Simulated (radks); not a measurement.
The nuclear charge of neutral samarium is varied continuously with 62 electrons held in [Xe] 4f6 6s2. Method: scalar-relativistic Kohn-Sham, BLYP, spin-polarised, spherical densities, finite nucleus; open shells are filled with parallel spins first (spin-orbit coupling, left out, can overturn this in heavy ions); Fermi nuclear charge, rms radius 5.0819 fm; computed with a radial shooting solver on a logarithmic mesh with Libxc functionals. By the Hellmann-Feynman theorem dE/dZ = E(electron-nucleus)/Z, the electronic potential at the nucleus (averaged over a nucleus of fixed radius). The scalar-relativistic energy here is not variational (the density holds large components alone), so the two differ by a part that grows with Z.

| Z | E (hartree) | E(electron-nucleus)/Z (hartree) | HOMO | e(HOMO) (eV) | <r> HOMO (bohr) |
|---|---|---|---|---|---|
| 61.8 | -10345.4085 | -407.508 | 4f | -0.989 | 1.035 |
| 61.9 | -10386.4243 | -408.470 | 4f | -2.147 | 1.014 |
| 62 | -10427.5376 | -409.431 | 6s | -3.313 | 4.387 |
| 62.1 | -10468.7482 | -410.391 | 6s | -3.881 | 4.285 |
| 62.2 | -10510.0560 | -411.350 | 6s | -4.470 | 4.190 |
| 62.3 | -10551.4610 | -412.308 | 6s | -5.079 | 4.102 |
| 62.4 | -10592.9632 | -413.267 | 6s | -5.706 | 4.020 |
| 62.5 | -10634.5625 | -414.225 | 6s | -6.351 | 3.944 |
| 62.6 | -10676.2589 | -415.182 | 6s | -7.014 | 3.872 |
| 62.7 | -10718.0524 | -416.140 | 6s | -7.693 | 3.804 |
| 62.8 | -10759.9430 | -417.097 | 6s | -8.389 | 3.740 |
| 62.9 | -10801.9306 | -418.055 | 6s | -9.100 | 3.680 |
| 63 | -10844.0154 | -419.012 | 6s | -9.827 | 3.622 |

The central difference of E at Z = 62 is -411.619 hartree, to compare with the third column; the second derivative is -9.73 hartree.
